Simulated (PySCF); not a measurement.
**Vibration and rotation of CeSi**

PBE constants of CeSi, quintet, about 1.4 electrons in the 4f shell (Mulliken), real f orbitals that mix terms (PySCF, spin-free X2C with a Gaussian nucleus, basis sets Ce x2c-SVPall, Si x2c-SVPall; masses 139.9054 and 27.9769 u):

| Property | Result |
| --- | --- |
| ωe | 336.8 cm⁻¹ |
| ωexe | 0.977 cm⁻¹ |
| Be | 0.11005 cm⁻¹ |
| αe | 0.000425 cm⁻¹ |

(1) What force constant and bond length do these constants imply?

(2) Estimate the centrifugal constant D from the Kratzer relation and find the Dunham coefficient a1.

These are scalar-relativistic numbers at best; spin–orbit coupling would shift them, the dissociation energy most. The state is the lowest single determinant that the PBE0 search found; with open d or f shells the true ground state can be another one.

Answers

(1) Reduced mass μred = 23.315 u; k = 5.8918×10⁻⁷·μred·ωe² (u, cm⁻¹, mdyn/Å) = 1.56 mdyn/Å; Re = √(16.8576/(μred·Be)) (u, cm⁻¹, Å) = 2.563 Å.

(2) D = 4Be³/ωe² = 4.7e-08 cm⁻¹; a1 = −1 − αeωe/(6Be²) = -2.97.
